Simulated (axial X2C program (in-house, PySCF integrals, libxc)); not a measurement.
## Worked dissociation energy of SbB: r2SCAN, two-component

Computed with an in-house all-electron X2C program for linear molecules (integrals from PySCF). Two-component (2c) means X2C with spin–orbit coupling and atomic mean-field two-electron Coulomb and Gaunt terms. Basis: Sb dyall-cv3z [11s12p8d4f1g], B dyall-v3z [7s6p2d1f] (cores contracted in-house); Gaussian nuclei, density fitting, unrestricted open shells. Masses: Sb 120.904 u, B 11.009 u.

Molecular state: Ω = 2 (⟨Sz⟩ = 1.00, ⟨Lz⟩ = 1.00 at r2SCAN).

```
E(Sb) (2M_J = 3) : -6478.095877 hartree
E(B) (2M_J = 1)  : -24.644136 hartree
E(SbB) at Re     : -6502.834068 hartree
ωe               : 685.4 cm⁻¹
ωexe             : 4.06 cm⁻¹
```

Work out De and D0.

De = -6478.095877 + (-24.644136) − (-6502.834068) = 0.09405 hartree = 2.559 eV. The zero-point energy is ωe/2 − ωexe/4 = 342 cm⁻¹ = 0.042 eV, so D0 = 2.517 eV.

Occupations by symmetry block were frozen at the best pattern of an incomplete PBE0 search. Dissociation energies refer to the lowest single-determinant-based atoms at the same level and basis. Density functionals use the spin component along the axis (collinear). A 2c atom that is not at its ground J level misses part of its spin–orbit lowering, and De is too large by that part (0.04 eV or less for light atoms). This holds for r2SCAN. PBE0 can misorder states that lie within some tenths of an eV, so this need not be the ground state of the molecule. The nearest other 2c determinant of the search, Ω = 1, lies 0.14 eV up at the distance of the search. The functionals have no current-density term, which raises determinants with orbital currents, atoms included. With several unpaired electrons one determinant need not be a pure state. Open-shell Ω = 0 determinants with evenly filled partner blocks cannot be reached by this program, so the Ω shown need not be the lowest component.

Each atomic determinant is the lowest at this level and need not be a pure J level. Totals compare only within one Hamiltonian and basis.
